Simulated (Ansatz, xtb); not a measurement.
Ranking isomers of C5H7NSi2

6 gas-phase structures of C5H7NSi2, from a drawn sample of its isomers (lower ones may exist). Each was relaxed with GFN2-xTB; where two conformers were screened, the lower at r2SCAN-D4/def2-SVP//GFN2-xTB is listed:

A. `C#C/C([SiH3])=C/[SiH2]C#N`, a singlet
B. `N#C/C=C/[SiH2]C#C[SiH3]`, a singlet
C. `N#CC1=C[SiH2]C=C[SiH2]1`, a singlet
D. `N#CC#C/C([SiH3])=C/[SiH3]`, a singlet
E. `N#C[SiH]1C=C[SiH2]C=C1`, a singlet
F. `N#C/C=C\[SiH2]C#C[SiH3]`, a singlet

**Question.** Which do you expect lowest at r2SCAN-D4/def2-SVP//GFN2-xTB, and how would the others follow?

**Answer.** Calculated order at r2SCAN-D4/def2-SVP//GFN2-xTB: E (0.000), C (0.287), B (1.601), F (1.668), A (2.105), D (2.176) eV.

Energies above the lowest of each column, in eV; the last columns are at r2SCAN-D4/def2-SVP geometries and were run for some of them only (a dash: not run or not comparable):

| structure | GFN2-xTB | HF/STO-3G | r2SCAN-D4/def2-SVP//GFN2-xTB | r2SCAN-D4/def2-SVP | CCSD(T)/def2-SVP + ΔMP2/def2-TZVPP |
| --- | --- | --- | --- | --- | --- |
| E | 0.655 | 0.000 | 0.000 | 0.000 | 0.000 |
| C | 0.000 | 0.530 | 0.287 | 0.274 | 0.451 |
| B | 0.826 | 2.101 | 1.601 | 1.587 | 1.487 |
| F | 0.860 | 2.152 | 1.668 | – | – |
| A | 1.229 | 2.562 | 2.105 | – | – |
| D | 0.586 | 2.986 | 2.176 | – | – |

CCSD(T)/def2-SVP + ΔMP2/def2-TZVPP puts E lowest of those it was run on; GFN2-xTB picks C. Flexible structures stand in one conformer each, not always the lowest. Frequencies (GFN2-xTB) were run for B, C, E alone. The ΔMP2 step shifts differences by up to 0.134 eV, which makes them less sure. ΔMP2 is the change of the MP2 energy from the smaller to the larger basis.

Over these structures GFN2-xTB departs from r2SCAN-D4/def2-SVP//GFN2-xTB by 0.532 eV on average once a common shift is removed. A GFN2-xTB relaxation took about 0.22 s and the r2SCAN-D4/def2-SVP//GFN2-xTB energy about 2.2 s on a shared host (Ansatz 0.2.0, xtb 6.7.1).
